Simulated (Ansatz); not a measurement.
BFH7NSi2 (`B[SiH2]N[SiH2]F`). Total charge 0; spin multiplicity 1. All single points use the PBE0-D4/def2-TZVP geometry. It is one conformer, not always the lowest.

```xyz
12

B     1.198   -0.809    0.925
Si    0.970   -0.263   -1.011
N    -0.612    0.506   -0.997
Si   -1.469    0.597    0.459
F    -0.302    0.409    1.594
H     2.060   -0.344    1.607
H     0.665   -1.811    1.305
H     0.986   -1.417   -1.958
H     1.964    0.715   -1.540
H    -0.932    1.014   -1.806
H    -2.411   -0.508    0.743
H    -2.117    1.910    0.678
```

**Question.** What is the dipole moment at PBE/def2-TZVPP? (Estimate.)

**Answer.** Ansatz gave: 2.45 D, with components (-1.84, 1.18, -1.11) D in this frame, pointing from negative to positive charge.

**Question.** And with r2SCAN, B3LYP, ωB97M-V? (An estimate is asked.)

**Answer.** The calculation gave: r2SCAN 2.46 D, B3LYP 2.45 D, ωB97M-V 2.46 D.

**Question.** Give the Mulliken charges with PBE, r2SCAN, B3LYP in def2-TZVPP. (An estimate is asked.)

**Answer.** Computed: 
```tsv
atom	PBE	r2SCAN	B3LYP
B1	-0.11	-0.08	-0.10
Si2	0.20	0.33	0.26
N3	-0.28	-0.40	-0.35
Si4	0.50	0.62	0.59
F5	-0.21	-0.27	-0.28
H6	0.03	0.01	0.05
H7	0.04	0.02	0.05
H8	-0.08	-0.10	-0.09
H9	-0.08	-0.10	-0.10
H10	0.13	0.13	0.11
H11	-0.07	-0.08	-0.08
H12	-0.06	-0.08	-0.07
```

B3LYP here is the variant with VWN-RPA as its local correlation; programs differ in this.
